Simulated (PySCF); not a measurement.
Species: C8H9N.
Atom-mapped SMILES: `[cH:1]1[cH:2][c:3]([CH:4]2[CH2:5][CH2:6]2)[cH:7][cH:8][n:9]1` (hydrogens: H10 on C1; H11 on C2; H12 on C4; H13, H14 on C5; H15, H16 on C6; H17 on C7; H18 on C8)

The same species was optimised twice, with GFN2-xTB and with PBE0-D3(BJ)/def2-SVP (PySCF), and the same property calculations (PySCF, gas phase) were run on both structures.

```tsv
coordinate	GFN2-xTB	PBE0-D3(BJ)/def2-SVP	change
C7–C8 (Å)	1.384	1.393	+0.009
C1–N9 (Å)	1.322	1.331	+0.009
C1–C2 (Å)	1.384	1.392	+0.008
C2–C3 (Å)	1.394	1.401	+0.007
C8–N9 (Å)	1.322	1.330	+0.008
C3–C4 (Å)	1.474	1.482	+0.008
C3–C7 (Å)	1.394	1.399	+0.005
C5–C6 (Å)	1.490	1.489	-0.001
C4–C5 (Å)	1.508	1.509	+0.001
C4–C6 (Å)	1.508	1.509	+0.001
C1–N9–C8 (°)	117.4	116.9	-0.5
C4–C3–C7 (°)	120.1	120.5	+0.4
C2–C3–C7 (°)	116.9	116.5	-0.4
C1–C2–C3 (°)	119.0	119.3	+0.3
C3–C4–C6 (°)	120.8	121.0	+0.2
C7–C8–N9 (°)	123.6	123.8	+0.2
C3–C7–C8 (°)	119.3	119.5	+0.2
C3–C4–C5 (°)	120.8	121.0	+0.2
C2–C3–C4–C5 (°)	-35	-36	-1
```

Rotational constants: A = 4466, B = 1119, C = 962.3 MHz (GFN2-xTB) against A = 4430, B = 1107, C = 951.4 MHz (PBE0-D3(BJ)/def2-SVP). Point groups within 0.08 Å: Cs and Cs.

On the GFN2-xTB structure: HOMO (eV) -7.24 [PBE0/pcSseg-1]; LUMO (eV) -0.62 [PBE0/pcSseg-1]; dipole (D) 3.06 [PBE0/pcSseg-1]; GIAO shielding of C1/C8 (mean) (ppm) 31.3 [PBE0/pcSseg-1]; GIAO shielding of C2/C7 (mean) (ppm) 62.6 [PBE0/pcSseg-1]; GIAO shielding of C3 (ppm) 27.0 [PBE0/pcSseg-1]; GIAO shielding of C4 (ppm) 168.1 [PBE0/pcSseg-1]; GIAO shielding of C5/C6 (mean) (ppm) 171.5 [PBE0/pcSseg-1]; GIAO shielding of N9 (ppm) -83.0 [PBE0/pcSseg-1].

**Question.** What do these properties become on the PBE0-D3(BJ)/def2-SVP structure?

**Answer.** 
```tsv
property	level	on GFN2-xTB	on PBE0-D3(BJ)/def2-SVP	change
HOMO (eV)	PBE0/pcSseg-1	-7.24	-7.30	-0.06
LUMO (eV)	PBE0/pcSseg-1	-0.62	-0.68	-0.06
dipole (D)	PBE0/pcSseg-1	3.06	3.08	+0.02
energy, GFN2-xTB geometry as zero (kcal/mol)	PBE0/pcSseg-1	0.0	-0.3	-0.3
GIAO shielding of C1/C8 (mean) (ppm)	PBE0/pcSseg-1	31.3	29.0	-2.3
GIAO shielding of C2/C7 (mean) (ppm)	PBE0/pcSseg-1	62.6	60.1	-2.5
GIAO shielding of C3 (ppm)	PBE0/pcSseg-1	27.0	25.4	-1.6
GIAO shielding of C4 (ppm)	PBE0/pcSseg-1	168.1	167.2	-0.9
GIAO shielding of C5/C6 (mean) (ppm)	PBE0/pcSseg-1	171.5	169.4	-2.1
GIAO shielding of N9 (ppm)	PBE0/pcSseg-1	-83.0	-86.6	-3.6
```

The heavy atoms differ by 0.013 Å rms after alignment. Among bonds between heavy atoms C1–C2, C1–N9, C3–C4, C7–C8 and C8–N9 change most and about equally (+0.008 to +0.009 Å). Changes are differences of the printed values. Neither structure is proved a minimum here.

The values belong to the conformer `[cH:1]1[cH:2][c:3]([CH:4]2[CH2:5][CH2:6]2)[cH:7][cH:8][n:9]1`: C2–C3–C4–C5 -36°.
